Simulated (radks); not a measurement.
Problem. These are the eigenvalues of the occupied orbitals of an atom or ion with whole-number occupations (Ry). Method: scalar-relativistic Kohn-Sham, r2SCAN, spin-polarised, spherical densities, finite nucleus; meta-GGA in the generalised Kohn-Sham scheme; Fermi nuclear charge, rms radius of each element as measured or else 0.836 A^(1/3) + 0.57 fm; computed with a radial shooting solver on a logarithmic mesh with Libxc functionals.

1s up: -1318.897
1s down: -1318.860
2s up: -188.4821
2s down: -188.4739
2p up: -168.5361
2p down: -168.5081
3s up: -35.91288
3s down: -35.88259
3p up: -29.34111
3p down: -29.30291
3d up: -18.59440
3d down: -18.54930
4s up: -9.25964
4s down: -8.96451
4p up: -7.43878
4p down: -7.15028
5f up: -1.48182

Which element is it, and in what charge state? The configuration may be excited. Open shells, if any, are filled with parallel spins first.

Solution. Z = 40, zirconium, charge +5: Zr5+ in [Ar] 3d10 4s2 4p4 5f1. The list shows which subshells hold electrons but not how many an open one holds; the 1s level, -659.45 hartree, gives Z - s = 36.3 by -(Z - s)^2/2, which with screening and relativity narrows Z to a few neighbours, and the depths of the outer levels then fix element, charge and occupations together.
